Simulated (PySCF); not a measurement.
Al(Cl)(F)(OSiH3) (AlClFH3OSi), SMILES [F][Al]([Cl])[O][SiH3].

Geometry: B3LYP-D3(BJ)/def2-SVP. The structure was generated by enumeration; whether it is a known compound was not checked. One conformer was computed; it need not be the lowest.

Two levels are set side by side: PBE/def2-TZVP (PySCF) and M06-2X/def2-TZVP (PySCF). Same geometry, gas phase. Differences are taken from unrounded values.

```json
[
 {"quantity": "orbital gap (eV)", "M06-2X": "9.80", "PBE": "5.51", "PBE minus M06-2X": "-4.29"},
 {"quantity": "highest occupied level (eV)", "M06-2X": "-10.48", "PBE": "-7.63", "PBE minus M06-2X": "2.86"},
 {"quantity": "lowest empty level (eV)", "M06-2X": "-0.68", "PBE": "-2.12", "PBE minus M06-2X": "-1.44"},
 {"quantity": "dipole moment (D)", "M06-2X": "1.39", "PBE": "1.17", "PBE minus M06-2X": "-0.22"},
 {"quantity": "mean polarisability (bohr³)", "M06-2X": "58.0", "PBE": "62.9", "PBE minus M06-2X": "4.9"}
]
```

Without exact exchange PBE keeps part of each electron's self-repulsion, which lifts occupied levels and narrows the gap. PBE's more diffuse valence density responds more strongly to a field. Differences between two approximate levels are no errors against the true value.

Rough cost on one machine, each run with all the roots and properties that it gave: M06-2X against PBE about 3 times.
